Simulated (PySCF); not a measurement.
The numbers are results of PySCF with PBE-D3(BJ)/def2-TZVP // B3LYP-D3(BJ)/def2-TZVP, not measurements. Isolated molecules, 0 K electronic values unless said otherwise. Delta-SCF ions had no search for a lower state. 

Reference species (SMILES): `[SiH3]B[SiH3]` (neutral, multiplicity 1).

- HOMO–LUMO gap = 3.04 eV
- HOMO = -6.84 eV
- LUMO = -3.80 eV
- vertical ionisation energy (Delta-SCF) = 9.71 eV

Changed species: `B[SiH3]` (2 of 3 SiH3 replaced by H; the reference has 1 of 3 SiH3 replaced by H).

Q: What does the change do to the HOMO–LUMO gap, HOMO, LUMO and vertical ionisation energy (Delta-SCF)?

A: the HOMO–LUMO gap rises by 0.71 eV, to 3.75 eV; the HOMO drops by 0.40 eV, to -7.24 eV; the LUMO rises by 0.31 eV, to -3.49 eV; the vertical ionisation energy (Delta-SCF) goes up by 0.91 eV, to 10.62 eV.
